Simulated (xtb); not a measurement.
xtb input (GFN2-xTB):

```bash
xtb mol.xyz --gfn 2 --ohess tight --chrg -1 --uhf 0
```
mol.xyz:
```
16

Ge     0.84872753     1.79490126     0.30208580
C      0.09333620     0.00128625     0.04135986
C     -0.13891341    -0.67360685     1.43065335
C      1.03159934    -0.87278395    -0.77533809
C     -1.32604034     0.09739552    -0.62742528
H      1.21821637     2.40963617    -1.06815707
H     -0.06238342     2.74140387     0.89807243
H     -0.53151663    -1.62920998     1.33259175
H      0.81230216    -0.76881219     1.92301656
H     -0.79560228    -0.07293363     2.00638264
H      1.96094596    -0.99375880    -0.33873819
H      1.12369157    -0.41684543    -1.76754903
H      0.57990319    -1.92556991    -0.94025818
H     -1.19693935     0.52817732    -1.64503870
H     -1.92420749     0.73318600    -0.07356528
H     -1.76072794    -0.86423741    -0.72757871
```

Output:

```
           -------------------------------------------------
          |                Calculation Setup                |
           -------------------------------------------------

           -------------------------------------------------
          |                 G F N 2 - x T B                 |
           -------------------------------------------------

        Reference                      10.1021/acs.jctc.8b01176
      * Hamiltonian:
        H0-scaling (s, p, d)           1.850000    2.230000    2.230000
        zeta-weighting                 0.500000
      * Dispersion:
        s8                             2.700000
        a1                             0.520000
        a2                             5.000000
        s9                             5.000000
      * Repulsion:
        kExp                           1.500000    1.000000
        rExp                           1.000000
      * Coulomb:
        alpha                          2.000000
        third order                    shell-resolved
        anisotropic                    true
        a3                             3.000000
        a5                             4.000000
        cn-shift                       1.200000
        cn-exp                         4.000000
        max-rad                        5.000000

          ...................................................
          :                      SETUP                      :
          :.................................................:
          :  # basis functions                  37          :
          :  # atomic orbitals                  36          :
          :  # shells                           22          :
          :  # electrons                        32          :
          :  max. iterations                   250          :
          :  Hamiltonian                  GFN2-xTB          :
          :  restarted?                      false          :
          :  GBSA solvation                  false          :
          :  PC potential                    false          :
          :  electronic temp.          300.0000000     K    :
          :  accuracy                    1.0000000          :
          :  -> integral cutoff          0.2500000E+02      :
          :  -> integral neglect         0.1000000E-07      :
          :  -> SCF convergence          0.1000000E-05 Eh   :
          :  -> wf. convergence          0.1000000E-03 e    :
          :  Broyden damping             0.4000000          :
          :  net charge                         -1          :
          :  unpaired electrons                  0          :
          ...................................................

 iter      E             dE          RMSdq      gap      omega  full diag
   1    -16.2616828 -0.162617E+02  0.612E+00    5.65       0.0  T
   2    -16.4057194 -0.144037E+00  0.100E+01    5.64       1.0  T
   3    -16.4030458  0.267362E-02  0.101E+01    5.64       1.0  T
   4    -16.4453304 -0.422846E-01  0.340E+00    5.61       1.0  T
   5    -16.4584599 -0.131295E-01  0.666E-01    5.64       1.0  T
   6    -16.4587815 -0.321661E-03  0.927E-02    5.63       1.0  T
[...]
   6 C    6 C           3     1.5199605     1.5216958     1.5165810

           -------------------------------------------------
          |               Frequency Printout                |
           -------------------------------------------------
 projected vibrational frequencies (cm⁻¹)
eigval :       -0.00    -0.00    -0.00     0.00     0.00     0.00
eigval :      133.29   186.47   206.12   220.63   248.38   254.15
Molecule has the following symmetry elements: (sigma)
It seems to be the Cs point group
eigval :      259.76   379.02   380.37   502.06   640.35   656.02
eigval :      849.38   868.12   952.02   970.78   973.75  1028.56
eigval :     1029.85  1080.73  1170.59  1202.11  1227.95  1232.31
eigval :     1396.36  1397.41  1420.09  1506.93  1513.19  1515.30
eigval :     1522.76  1526.57  1529.93  2810.90  2836.42  2849.21
eigval :     2954.94  2963.80  2989.18  2992.82  2999.16  3008.45
 reduced masses (amu)
   1: 14.83   2: 46.30   3: 53.67   4: 58.48   5: 14.78   6: 12.17   7:  1.77   8: 13.78
   9: 14.73  10:  1.38  11: 21.24  12:  1.94  13: 13.32  14:  7.35  15:  7.47  16:  9.75
  17:  2.05  18:  3.56  19:  1.61  20:  8.83  21:  2.91  22:  5.11  23:  5.00  24:  4.29
  25:  4.32  26:  2.79  27:  2.56  28:  7.47  29:  8.70  30:  9.21  31:  3.11  32:  3.04
  33:  2.97  34:  1.62  35:  1.61  36:  1.62  37:  1.62  38:  1.58  39:  1.57  40:  1.70
  41:  1.74  42:  1.71  43:  1.78  44:  1.74  45:  1.61  46:  1.56  47:  1.87  48:  1.44
 IR intensities (km·mol⁻¹)
   1:  1.15   2:  9.00   3:  8.24   4:  8.18   5:  0.56   6:  0.87   7: 50.10   8:  2.68
   9:  2.90  10:  1.32  11:  6.26  12:  0.08  13:  5.14  14:  2.58  15:  0.43  16: 22.96
  17:  0.05  18:317.59  19: 53.77  20: 21.73  21:  0.55  22: 10.27  23: 12.50  24:  7.15
  25: 53.85  26:******  27:******  28:  5.32  29:183.24  30: 70.10  31: 14.24  32: 20.00
  33:  4.09  34:  6.13  35:  9.27  36:  2.35  37:  2.96  38:  5.72  39:  1.28  40:137.36
  41: 16.69  42:508.33  43:  0.08  44:200.56  45: 36.99  46:  7.96  47:148.29  48: 55.15
 Raman intensities (Ä⁴*amu⁻¹)
   1:  0.00   2:  0.00   3:  0.00   4:  0.00   5:  0.00   6:  0.00   7:  0.00   8:  0.00
   9:  0.00  10:  0.00  11:  0.00  12:  0.00  13:  0.00  14:  0.00  15:  0.00  16:  0.00
  17:  0.00  18:  0.00  19:  0.00  20:  0.00  21:  0.00  22:  0.00  23:  0.00  24:  0.00
  25:  0.00  26:  0.00  27:  0.00  28:  0.00  29:  0.00  30:  0.00  31:  0.00  32:  0.00
  33:  0.00  34:  0.00  35:  0.00  36:  0.00  37:  0.00  38:  0.00  39:  0.00  40:  0.00
  41:  0.00  42:  0.00  43:  0.00  44:  0.00  45:  0.00  46:  0.00  47:  0.00  48:  0.00
 output can be read by thermo (or use thermo option).
 writing <g98.out> molden fake output.
 recommended (thermochemical) frequency scaling factor: 1.0
           -------------------------------------------------
          |             Thermodynamic Functions             |
           -------------------------------------------------

cs  symmetry found (for desy threshold:  0.10E+00) used in thermo

          ...................................................
          :                      SETUP                      :
          :.................................................:
          :  # frequencies                          42      :
          :  # imaginary freq.                       0      :
          :  linear?                             false      :
          :  only rotor calc.                    false      :
          :  symmetry                               cs      :
          :  rotational number                       1      :
          :  scaling factor                  1.0000000      :
          :  rotor cutoff                   50.0000000 cm⁻¹ :
          :  imag. cutoff                  -20.0000000 cm⁻¹ :
          :.................................................:

    mode    ω/cm⁻¹     T·S(HO)/kcal·mol⁻¹    T·S(FR)/kcal·mol⁻¹   T·S(vib)
   ------------------------------------------------------------------------
       1    133.29    -0.86405 ( 98.06%)    -0.76592 (  1.94%)    -0.86215
       2    186.47    -0.67460 ( 99.49%)    -0.66650 (  0.51%)    -0.67456
       3    206.12    -0.61948 ( 99.65%)    -0.63683 (  0.35%)    -0.61954
       4    220.63    -0.58256 ( 99.74%)    -0.61668 (  0.26%)    -0.58265
       5    248.38    -0.51938 ( 99.84%)    -0.58160 (  0.16%)    -0.51948
       6    254.15    -0.50733 ( 99.85%)    -0.57480 (  0.15%)    -0.50743
       7    259.76    -0.49594 ( 99.86%)    -0.56833 (  0.14%)    -0.49604
   ------------------------------------------------------------------------

   temp. (K)  partition function   enthalpy   heat capacity  entropy
Note: The following floating-point exceptions are signalling: IEEE_UNDERFLOW_FLAG IEEE_DENORMAL
normal termination of xtb
                                   cal/mol     cal/K/mol   cal/K/mol   J/K/mol
 298.15  VIB   45.8                 3382.287     23.685     18.941
         ROT  0.218E+06              888.752      2.981     27.413
         INT  0.100E+08             4271.039     26.666     46.354
         TR   0.146E+28             1481.254      4.968     40.522
         TOT                        5752.2931    31.6343    86.8755   363.4873

       T/K    H(0)-H(T)+PV         H(T)/Eh          T*S/Eh         G(T)/Eh
   ------------------------------------------------------------------------
    298.15    0.916686E-02    0.137624E+00    0.412774E-01    0.963468E-01
   ------------------------------------------------------------------------

         :::::::::::::::::::::::::::::::::::::::::::::::::::::
         ::                  THERMODYNAMIC                  ::
         :::::::::::::::::::::::::::::::::::::::::::::::::::::
         :: total free energy         -16.186226846037 Eh   ::
         ::.................................................::
         :: total energy              -16.282573644162 Eh   ::
         :: zero point energy           0.128457311867 Eh   ::
         :: G(RRHO) w/o ZPVE           -0.032110513741 Eh   ::
         :: G(RRHO) contrib.            0.096346798126 Eh   ::
         :::::::::::::::::::::::::::::::::::::::::::::::::::::

optimized geometry written to: xtbopt.xyz

           -------------------------------------------------
          | TOTAL ENERGY              -16.282573644162 Eh   |
          | TOTAL ENTHALPY            -16.144949469760 Eh   |
          | TOTAL FREE ENERGY         -16.186226846037 Eh   |
          | GRADIENT NORM               0.000392270958 Eh/α |
          | HOMO-LUMO GAP               5.557441607579 eV   |
           -------------------------------------------------

------------------------------------------------------------------------
------------------------------------------------------------------------
 total:
 SCF:
 ANC optimizer:
 analytical hessian:
```

It need not be the lowest isomer of its formula. Whether it binds its extra electron was not tested at this geometry.
